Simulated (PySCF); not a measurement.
## Sound and unsound settings

Molecule: `C=Cc1n[nH]nc1[SiH3]`, C₄H₇N₃Si; geometry GFN2-xTB.

Bonds (- single, = double, # triple, : aromatic): C1=C2 1.327 Å, C2-C3 1.443 Å, C3:N4 1.331 Å, N4:N5 1.313 Å, N5:N6 1.314 Å, N6:C7 1.327 Å, C7-Si8 1.872 Å, C7:C3 1.422 Å. C1 carries H9, H10; C2 carries H11; N5 carries H12; Si8 carries H13, H14, H15. H9 is cis to C3; H10 is trans to C3.

All runs: PySCF, non-relativistic, gas phase unless a solvent (IEF-PCM) is named; grid level 2, GIAOs and SCF threshold 1e-9 unless changed. The yardstick, PBE0/pcSseg-1, gives these isotropic shieldings σ (ppm, equivalent atoms averaged): C7 46.6, N6 -112.2, N4 -82.9, N5 -1.1, Si8 434.9, H12 20.60, H13/H14/H15 27.13.

Task: What do these inputs give? (1) B3LPY/LANL2DZ; guess 1e; max_cycle 74; (2) SCAN/pcX-1; common gauge at [0, 0, 50]; max_cycle 87

Result: 
```tsv
run	outcome	functions	wall time	C7	N6	N4	N5	Si8	H12	H13/H14/H15
1	refused	–	0.38 s	–	–	–	–	–	–	–
2	refused	–	0.04 s	–	–	–	–	–	–	–
```

Times are on 1 thread of an Arm Neoverse N1, shared host.

Task: Comment on the technical settings and failures.

Result: 
- Run 1: The program stopped with: KeyError: "LibXCFunctional: name 'B3LPY' not found."
- Run 2: The basis set has no functions for an element of the molecule, so the input is rejected.

Runs 1, 2 were set up unsoundly or failed; their numbers aren't to be quoted as properties of the molecule.
